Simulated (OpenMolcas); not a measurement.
## OpenMolcas run: Si I

Input:

```
&GATEWAY
Coord
1

Si 0.0 0.0 0.0
Basis=ANO-RCC-VDZP
Group=XYZ
NoMove
AngMom=0.0 0.0 0.0
AMFI
&SEWARD
&RASSCF
FileOrb=start.orb
Symmetry=1
Spin=3
nActEl=4 0 0
Inactive=2 3
Ras2=1 3
CIRoot=3 3 1
SDav=6
CIMx=300
Iter=120 100
PrWF=0.3
OrbListing=Nothing
MaxOrb=0
Atom
>>> COPY $Project.JobIph JOB001
&RASSCF
FileOrb=start.orb
Symmetry=1
Spin=1
nActEl=4 0 0
Inactive=2 3
Ras2=1 3
CIRoot=6 6 1
SDav=12
CIMx=300
Iter=120 100
PrWF=0.3
OrbListing=Nothing
MaxOrb=0
Atom
>>> COPY $Project.JobIph JOB002
&RASSCF
FileOrb=start.orb
Symmetry=2
Spin=5
nActEl=4 0 0
Inactive=2 3
Ras2=1 3
CIRoot=1 1 1
SDav=1
CIMx=300
Iter=120 100
PrWF=0.3
OrbListing=Nothing
MaxOrb=0
Atom
>>> COPY $Project.JobIph JOB003
&RASSCF
FileOrb=start.orb
Symmetry=2
Spin=3
nActEl=4 0 0
Inactive=2 3
Ras2=1 3
CIRoot=8 8 1
SDav=9
CIMx=300
Iter=120 100
PrWF=0.3
OrbListing=Nothing
MaxOrb=0
Atom
>>> COPY $Project.JobIph JOB004
&RASSI
NrOfJobIphs=4 3 6 1 8
1 2 3
1 2 3 4 5 6
1
1 2 3 4 5 6 7 8
IphNames
JOB001
JOB002
JOB003
JOB004
EJob
SpinOrbit
DIPRint=1.0
SOCoupling=1000.0
Subsets=2
MEES
Property=10
'ANGMOM' 1 'ANGMOM' 2 'ANGMOM' 3 'MLTPL  1' 1 'MLTPL  1' 2 'MLTPL  1' 3
'AMFI' 1 'AMFI' 2 'AMFI' 3 'MLTPL  2' 6
SOProperty=3
'ANGMOM' 1 'ANGMOM' 2 'ANGMOM' 3
```

A driver script runs the steps one by one and writes start.orb anew before each from the orbitals found so far.

Output, cut to the results:

```
--- SEWARD ---
Basis set label: SI.ANO-RCC...4S3P1D.

      Electronic valence basis set:
      ------------------
      Associated Effective Charge  14.000000 au
      Associated Actual Charge     14.000000 au
      Nuclear Model: Point charge

      Shell  nPrim  nBasis  Cartesian Spherical Contaminant
         s      17       4        X
         p      12       3        X
         d       5       1                 X
                  Relativistic Douglas-Kroll-Hess integrals:
                    - DKH order of Hamiltonian: 2
                    - DKH order of Properties : 0
                  Atomic mean-field integrals
--- RASSCF ---
Wave function specifications:
      -----------------------------

      Number of closed shell electrons          10
      Number of electrons in active shells       4
      Max number of holes in RAS1 space          0
      Max nr of electrons in RAS3 space          0
      Number of inactive orbitals                5
      Number of active orbitals                  4
      Number of secondary orbitals               9
      Spin quantum number                      1.0
      State symmetry                             1
Orbital specifications:
      -----------------------

      Symmetry species                           1   2
                                                ag  au
      Frozen orbitals                            0   0
      Inactive orbitals                          2   3
      Active orbitals                            1   3
      RAS1 orbitals                              0   0
      RAS2 orbitals                              1   3
      RAS3 orbitals                              0   0
      Secondary orbitals                         6   3
      Deleted orbitals                           0   0
      Number of basis functions                  9   9
      Number of CSFs                             6
      Number of root(s) required                 3
      Iter CI   SX   CI       RASSCF       Energy    max ROT     max BLB   max BLB  Level Ln srch  Step   QN
          iter iter root      energy       change     param      element    value   shift minimum  type update
 Nr of preliminary CI iterations:   1
        1   1    4    0  -289.46702680    0.00E+00   8.00E-03    2   7 2  1.04E-02*  0.02   0.00    SX    NO
        2   1    3    0  -289.46714496   -1.18E-04*  1.13E-03    3   4 1  1.76E-03*  0.01   0.00    SX    NO
        3   1    3    0  -289.46714747   -2.51E-06*  2.17E-04    3   4 1  3.36E-04*  0.01   0.00    SX    NO
        4   1    3    0  -289.46714762   -1.50E-07*  6.90E-05    3   4 1  1.07E-04*  0.01   0.00    SX    NO
        5   1    3    0  -289.46714763   -1.13E-08*  2.56E-05    3   4 1  2.86E-05   0.01   1.38    QN   YES
        6   1    2    0  -289.46714763   -9.43E-10   2.05E-07    1   8 2 -2.12E-07   0.01   1.00    QN   YES
      Convergence after  6 iterations
        7   1    2    0  -289.46714763    2.27E-13   2.05E-07    3   9 2  2.57E-08   0.01   1.00    QN   YES
      Natural orbitals and occupation numbers for root  1
      sym 1:   1.965916
      sym 2:   1.000000   1.000000   0.034084
      Natural orbitals and occupation numbers for root  2
      sym 1:   1.965916
      sym 2:   1.000000   0.034084   1.000000
      Natural orbitals and occupation numbers for root  3
      sym 1:   1.965916
      sym 2:   0.034084   1.000000   1.000000
::    RASSCF root number  1 Total energy:   -289.46714763
::    RASSCF root number  2 Total energy:   -289.46714763
::    RASSCF root number  3 Total energy:   -289.46714763
--- RASSCF ---
Wave function specifications:
      -----------------------------

      Number of closed shell electrons          10
      Number of electrons in active shells       4
      Max number of holes in RAS1 space          0
      Max nr of electrons in RAS3 space          0
      Number of inactive orbitals                5
      Number of active orbitals                  4
      Number of secondary orbitals               9
      Spin quantum number                      0.0
      State symmetry                             1
Orbital specifications:
      -----------------------

      Symmetry species                           1   2
                                                ag  au
      Frozen orbitals                            0   0
      Inactive orbitals                          2   3
      Active orbitals                            1   3
      RAS1 orbitals                              0   0
...
--- RASSI ---
SPIN-FREE ENERGIES:
  (Shifted by EMIN (a.u.) =       -289.4671476290)

 SF State       Relative EMIN(au)   Rel lowest level(eV)    D:o, cm**(-1)      L_eff

     1             0.0000000000        0.0000000000              0.0000         1.0
     2             0.0000000000        0.0000000000              0.0000         1.0
     3             0.0000000000        0.0000000000              0.0000         1.0
     4             0.0402418005        1.0950351757           8832.0543         2.0
     5             0.0402418005        1.0950351757           8832.0543         2.0
     6             0.0402418005        1.0950351757           8832.0543         2.0
     7             0.0402418005        1.0950351757           8832.0543         2.0
     8             0.0402418005        1.0950351757           8832.0543         2.0
     9             0.0717479491        1.9523611566          15746.8547         0.0
    10             0.1035489067        2.8177092967          22726.3581         0.0
    11             0.2468391759        6.7168361571          54174.9371         2.0
    12             0.2468391759        6.7168361571          54174.9371         2.0
    13             0.2468391759        6.7168361571          54174.9371         2.0
    14             0.2468391759        6.7168361571          54174.9371         2.0
    15             0.2468391759        6.7168361571          54174.9371         2.0
    16             0.2874978454        7.8232149156          63098.4836         1.0
    17             0.2874978454        7.8232149156          63098.4836         1.0
    18             0.2874978454        7.8232149156          63098.4836         1.0
     Dipole printing threshold changed to   1.00000000E+00

++ Dipole transition strengths (spin-free states):
   -----------------------------------------------
     for osc. strength at least  1.00000000E+00

  ( Max oscillator strength is only   0.22041098447916266      )
--
Eigenvalues of complex Hamiltonian:
...
```

Levels above the lowest, from the spin-orbit matrix, grouped by J:

```csv
Configuration,Term,J,E (cm-1),Measured (cm-1),g,Term weight %
3s2 3p2,3P,0,0.0,0.0,,100
3s2 3p2,3P,1,65.9,77.1,1.501,100
3s2 3p2,3P,2,193,223,1.501,100
3s2 3p2,1D,2,8963,6299,1.000,100
3s2 3p2,1S,0,15879,15394,,100
3s 3p3,5S*,2,22856,33326,2.002,100
3s 3p3,3D*,2,54303,,1.167,100
3s 3p3,3D*,1,54304,,0.499,100
3s 3p3,3D*,3,54305,45322,1.334,100
3s 3p3,3P*,0,63228,,,100
3s 3p3,3P*,1,63229,,1.501,100
3s 3p3,3P*,2,63230,,1.501,100
```

Against the 6 measured excited levels shown (NIST Handbook of Basic Atomic Spectroscopic Data) the mean absolute deviation is 3800 cm-1; the largest miss in energy is 3s 3p3 5S* 2: computed 22856, measured 33326 cm-1 (-31.4 %), and the largest in proportion 3s2 3p2 1D2 (+42.3 %).

Without dynamic correlation excited terms often stand tens of per cent too high (terms of higher spin than the ground term too low), and those without a measured partner can miss by more than the paired ones. Terms of s pⁿ other than that of highest spin mix with s² pⁿ⁻² d, which this space lacks; all of them can be thousands of cm-1 off, and some have no real level of that name. Computed and measured levels are paired by configuration, term and J; levels that our copy of the source lacks, or whose pairing is in doubt (as where it misses far off the trend of its configuration), stay unpaired and out of the deviations. Only configurations of the active space appear. The first state left out of the spin-orbit step lies near 89000 cm-1 above the lowest spin-free state of the reference (among the parities and spins computed), and the list stops at four fifths of that energy or lower.

The term weight is that of the spin-free term in the level, not the purity of its configuration. * marks odd parity.
